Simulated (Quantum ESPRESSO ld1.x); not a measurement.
Species: the samarium ion Sm+. Configuration: [Xe] 4f5 6s2 (not the ground configuration). Method: Dirac Kohn-Sham, PBE, spin-unpolarised, spherical densities, point nucleus; open shells are shared between the two j in proportion to 2j + 1; computed with ld1.x of Quantum ESPRESSO 7.5.

Radial electron density D(r) = 4 pi r^2 rho(r):

```
   r/bohr * D(r) (the largest magnitude, 108, reaches the edge; | marks zero)
 0.003179 |          *
 0.003701 |             *
 0.004309 |                *
 0.005016 |                   *
 0.005839 |                       *
 0.006798 |                           *
 0.007914 |                               *
 0.009213 |                                   *
  0.01073 |                                      *
  0.01249 |                                        *
  0.01454 |                                          *
  0.01692 |                                          *
   0.0197 |                                         *
  0.02293 |                                       *
   0.0267 |                                     *
  0.03108 |                                     *
  0.03618 |                                      *
  0.04212 |                                         *
  0.04904 |                                              *
  0.05709 |                                                   *
  0.06646 |                                                      *
  0.07737 |                                                     *
  0.09007 |                                                 *
    0.104 |                                            *
   0.1211 |                                         *
    0.141 |                                         *
   0.1641 |                                             *
   0.1911 |                                               *
   0.2224 |                                             *
   0.2589 |                                     *
   0.3015 |                           *
   0.3509 |                    *
   0.4086 |                  *
   0.4756 |                     *
   0.5537 |                      *
   0.6446 |                   *
   0.7504 |              *
   0.8736 |         *
    1.017 |      *
    1.184 |     *
    1.378 |    *
    1.605 |   *
    1.868 | *
    2.175 |*
    2.532 |*
    2.947 |*
    3.431 *
    3.994 *
     4.65 *
    5.413 *
    6.302 *
    7.337 *
    8.541 *
    9.943 *
```

D(r) has 4 maxima, at r = 0.0159, 0.0703, 0.196, 0.541 bohr, and minima at 0.0306, 0.129, 0.389 bohr, inside which lie 2.01, 11.19, 29.19 electrons.
